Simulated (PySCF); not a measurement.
Compound: C5H7ClGe.
Numbering: `[Cl:1][CH2:2][GeH:3]1[CH:4]=[CH:5][CH:6]=[CH:7]1` (hydrogens: H8, H9 on C2; H10 on Ge3; H11 on C4; H12 on C5; H13 on C6; H14 on C7)

Geometry (PBE0-D3(BJ)/def2-SVP, Å), atoms numbered from 1 in this order:
```
atom  x, y, z in Å
Cl1    1.872    0.992    1.779
C2     2.240    0.095    0.282
Ge3    0.590   -0.413   -0.659
C4    -0.634    1.072   -0.921
C5    -1.742    0.794   -0.207
C6    -1.785   -0.480    0.549
C7    -0.713   -1.293    0.481
H8     2.826   -0.795    0.550
H9     2.866    0.736   -0.355
H10    0.984   -1.184   -1.937
H11   -0.516    1.987   -1.503
H12   -2.605    1.469   -0.161
H13   -2.677   -0.720    1.137
H14   -0.657   -2.246    1.009
```

The calculation used TDDFT wB97X-D/def2-SVPD, vertical, gas phase, core orbitals frozen in the response (PySCF 2.14.0, density-fitted response routines). The wB97X-D/def2-SVPD calculation is non-relativistic and has no spin–orbit coupling, an omission that weighs most on germanium.

Ground-to-excited transition dipoles (e·a0, same axes as the geometry; the sign carries no meaning), for the states with f of 0.002 or more among the lowest 9:

```tsv
state	E (hartree)	μx	μy	μz
S1	0.1659	0.020	0.597	-0.354
S3	0.2171	0.402	0.054	0.112
S4	0.2332	0.459	-0.090	-0.126
S6	0.2523	-0.056	-0.128	-0.217
S8	0.2566	0.207	0.130	0.228
S9	0.2627	0.316	-0.136	-0.212
```

Task: What oscillator strength does each state have?

Result: f = (2/3) ΔE |μ|² with ΔE in hartree (27.2114 eV).

```
state  |μ|² (au)  |μ| (D)      f
   S1      0.482     1.77  0.053
   S3      0.177     1.07  0.026
   S4      0.235     1.23  0.036
   S6      0.067     0.66  0.011
   S8      0.112     0.85  0.019
   S9      0.163     1.03  0.029
```

Task: Label these states by symmetry in Cs.

Result: From a totally symmetric ground state, an allowed state transforms like the component of the dipole operator along its μ. Polarised normal to the mirror plane, so A″: S1. Polarised in the mirror plane, so A′: S3, S4, S6, S8 and S9.

Task: Which bond between heavy atoms lies closest to the direction of the S1 transition dipole?

Result: C5–C6, at 0° from it; next Ge3–C4 and Ge3–C7 at 45°.

Task: What angle do the transition dipoles of S3 and S8 make?

Result: |cos θ| = |μa·μb| / (|μa| |μb|) = 0.82, so θ ≈ 35° (taken between 0 and 90°, since the signs are arbitrary).

Task: What peak molar absorption coefficient would the strongest computed level give as a lone Gaussian band 0.4 eV wide at half height?

Result: ε(max) = 2.175×10⁸ f / FWHM, with the width in cm⁻¹. S1: 2.175×10⁸ × 0.0534 / 3226 ≈ 3600 L mol⁻¹ cm⁻¹.

The vertical ionisation energy (ΔSCF) is 8.70 eV, 1.55 eV above S9.

One conformer stands for the species.
